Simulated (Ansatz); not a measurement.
The input (input.yaml):

```yaml
crystal:
  periodic: [false, false, false]
  atoms:
    - { symbol: Al, position_ang: [-0.5533, 0.4369, -0.2764] }
    - { symbol: Cl, position_ang: [-0.0842, -1.7976, 0.9692] }
    - { symbol: F, position_ang: [-0.9402, 0.2619, -1.8512] }
    - { symbol: F, position_ang: [-1.1947, 1.5648, 0.7125] }
    - { symbol: H, position_ang: [1.2328, -0.7471, 0.4907] }
    - { symbol: F, position_ang: [1.5395, 0.2811, -0.0448] }
basis:
  gaussian: { orbitals: def2-mTZVP }
hamiltonian:
  xc: pbe0
  dispersion: d4
relax:
  f_tol: 0.15
  max_steps: 25
  restrain:
    - { distance: [0, 5], at: 3.08, k: 30.0 }
    - { distance: [4, 1], at: 2.63, k: 30.0 }
    - { distance: [0, 1], at: 2.23, k: 30.0 }
    - { distance: [4, 5], at: 0.88, k: 30.0 }
```

Command:

```bash
$ ansatz run input.yaml --threads 2 --pin off --max-ram 3072MiB --backend cpu --events-out ev --progress --plain --runs-dir out
```

Hardware: 2 threads of Intel(R) Xeon(R) Platinum 8488C (Sapphire Rapids), on a shared host.

Q: Roughly how long does this run take, and how much memory?

A: 20 s, with a peak of 0.24 GiB, for 7 ionic steps.
